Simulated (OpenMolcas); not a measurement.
Computed levels of 4s2 4p2 in ions with 32 electrons, in cm-1 above 3P0.

```json
{
 "Program": "OpenMolcas",
 "Method": "CASSCF",
 "Basis": "ANO-R3",
 "Scalar Hamiltonian": "X2C, finite nucleus",
 "Spin-orbit coupling": "state interaction with AMFI integrals over the reference wave functions, term energies averaged over their components"
}
```

Active space for each ion: 4 electrons in 4 orbitals (4s 4p).

| Level | As+ | Se2+ | Kr4+ |
| --- | --- | --- | --- |
| 3P1 | 938 | 1545 | 3321 |
| 3P2 | 2305 | 3607 | 7052 |
| 1D2 | 12583 | 15546 | 21937 |
| 1S0 | 22282 | 27362 | 37606 |

Task: Estimate 3P2, 1D2, 1S0 for Br3+ from its neighbours Se2+ and Kr4+.

Result: 3P2 is fine structure, which grows about as the fourth power of a screened charge, so the fourth roots are averaged: ((3607^0.25 + 7052^0.25) / 2)^4 = 5115. The calculation gives 5173, so the estimate is off by -1.1 %.
1D2 is another term, which grows about linearly with the charge: (15546 + 21937) / 2 = 18742. The calculation gives 18602, so the estimate is off by +0.8 %.
1S0 is another term, which grows about linearly with the charge: (27362 + 37606) / 2 = 32484. The calculation gives 32366, so the estimate is off by +0.4 %.

Without dynamic correlation excited terms often stand tens of per cent too high (terms of higher spin than the ground term too low), and those without a measured partner can miss by more than the paired ones (holds for As+). Only configurations of the active space appear.
